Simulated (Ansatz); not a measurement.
Input and output for `N=C1S[SiH]1Cl`.

```yaml
crystal:
  periodic: [false, false, false]
  atoms:
    - {symbol: N, position_ang: [-0.810244, -0.247995, 1.794315]}
    - {symbol: C, position_ang: [-0.096100, -0.206164, 0.769431]}
    - {symbol: S, position_ang: [1.691672, -0.507435, 0.611162]}
    - {symbol: Si, position_ang: [0.415295, 0.016699, -0.966586]}
    - {symbol: Cl, position_ang: [0.522475, 1.867083, -1.801386]}
    - {symbol: H, position_ang: [-1.780179, -0.025085, 1.572934]}
    - {symbol: H, position_ang: [0.118381, -0.965202, -2.025571]}
basis:
  gaussian: {orbitals: aug-pcseg-2, point_charges: [{charge: 2.00, position_ang: [5.491, 0.942, -0.317]}]}
hamiltonian: {xc: {name: PBE-QIDH}, pseudopotentials: {relativity: none}}
output: {forces: true}
```

```sh
$ ansatz run in.yaml --threads 2 --pin off --events-out ev --progress --plain --max-ram 4352MiB
```

It prints (some lines left out):

```
Functional definition: PBE-QIDH
1836 factors; integrals over basis functions are off by at most 1.0e-3 eV
mean field evaluation 1: about -33765.4762 eV, gradient 3.5e1 eV
mean field evaluation 2: about -33765.6990 eV, gradient 3.5e1 eV
mean field evaluation 4: about -33767.7454 eV, gradient 1.7e1 eV
mean field evaluation 8: about -33768.8838 eV, gradient 1.2e0 eV
mean field evaluation 16: about -33768.9054 eV, gradient 6.3e-2 eV
mean field evaluation 32: about -33768.9057 eV, gradient 6.1e-6 eV
mean field -33768.90569140 eV, -1240.9843947724 hartree, gradient 6.1e-6 eV, S^2 0.000000; 2 other end points of the search recorded, 0 dependent functions left out; unrestricted orbitals would lower it
17 core orbitals not correlated: weight in the atoms' cores, before any rotation towards them, 1.000 or more for the frozen orbitals, at most 0.000 for the correlated occupied ones
reference -33768.90572121 eV, -1240.9843958682 hartree; 14, 14 occupied and 257, 257 virtual orbitals, 1836 factors
second order -26.16337401 eV of doubles, -0.00000000 eV of singles
Total energy: -33777.62684589 eV, -1241.3048912885 hartree
Atom 0 at    -0.810244    -0.247995     1.794315 Å, force     1.142882     0.493930    -2.853664 eV/Å
Atom 1 at    -0.096100    -0.206164     0.769431 Å, force    -1.530282    -0.268288     3.538457 eV/Å
Atom 2 at     1.691672    -0.507435     0.611162 Å, force     1.997734     1.339915    -1.005255 eV/Å
Atom 3 at     0.415295     0.016699    -0.966586 Å, force     0.651007     0.244306    -1.817109 eV/Å
Atom 4 at     0.522475     1.867083    -1.801386 Å, force    -0.055785    -0.611711     0.607739 eV/Å
Atom 5 at    -1.780179    -0.025085     1.572934 Å, force    -0.344749    -0.421304     0.591097 eV/Å
Atom 6 at     0.118381    -0.965202    -2.025571 Å, force    -0.223751     0.102535     0.361364 eV/Å
Dipole moment:    -3.051175    -0.278600    -0.268385 e Å
```

It took 42 s on 2 threads of an Intel Xeon 6975P-C on a shared host, with 1.2 GiB of host memory at the peak.
